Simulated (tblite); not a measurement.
Br$_{3}$Sb, triplet, at the geometry of the source list (a higher spin typed on purpose: for a closed-shell molecule this is an excited state); GFN1-xTB in tblite.

Input for tblite:
```
$ tblite run mol.xyz --method gfn1 --charge 0 --spin 2 --efield 0,0,0.1 --json tblite.json --no-restart

# file mol.xyz
4

Sb    -0.00080000    -0.00100000     0.98720000
Br     0.52170000    -2.12260000    -0.32890000
Br     1.57800000     1.51330000    -0.32940000
Br    -2.09900000     0.61030000    -0.32890000
```

It wrote (shortened):

```
xTB calculator
 | screened Coulomb repulsion
 | Coulomb electrostatics
 |  * isotropic Klopman-Ohno-Mataga-Nishimoto electrostatics
 |  * onsite third-order electrostatics
 | DFT-D3(BJ) dispersion correction
 | Interactions (1)
 | [1] electric field

halogen bonding energy    0.0000000000000E+00 Eh
repulsion energy          1.4037184795371E-02 Eh
dispersion energy        -2.5742689340257E-03 Eh
interaction energy        0.0000000000000E+00 Eh
number of electrons       2.6000000000000E+01 e
integral cutoff           4.0000000000000E+01 bohr

------------------------------------------------------------
  cycle        total energy    energy error   density error
------------------------------------------------------------
      1     -13.79239633119  -1.3803859E+01   4.0164333E-01
      2     -12.39769798337   1.3946983E+00   6.2952294E-01
      3     -14.07872444664  -1.6810265E+00   2.1890717E-01
      4     -13.60440815700   4.7431629E-01   3.5449451E-01
      5     -14.13120667179  -5.2679851E-01   6.6954771E-02
      6     -14.09463111254   3.6575559E-02   1.1200447E-01
      7     -14.12149132903  -2.6860216E-02   7.9519471E-02
      8     -14.12537749380  -3.8861648E-03   7.4131082E-02
      9     -14.12190920199   3.4682918E-03   7.0609453E-02
     10     -14.13745590694  -1.5546705E-02   4.2048358E-02
     11     -14.14199945012  -4.5435432E-03   2.5826068E-02
     12     -14.14388101975  -1.8815696E-03   1.5663577E-02
     13     -14.14493582472  -1.0548050E-03   4.4995544E-03
     14     -14.14500837323  -7.2548514E-05   2.3334886E-03
     15     -14.14502721812  -1.8844885E-05   1.2609839E-03
     16     -14.14503427722  -7.0591044E-06   4.2721869E-04
     17     -14.14503513319  -8.5596521E-07   1.1267865E-04
     18     -14.14503519654  -6.3350125E-08   1.5700293E-05
------------------------------------------------------------

electronic energy        -1.4156498112399E+01 Eh
total energy             -1.4145035196537E+01 Eh

Post processing:
 | Mayer-Wiberg bond orders

[Info] JSON dump of results written to 'tblite.json'
```
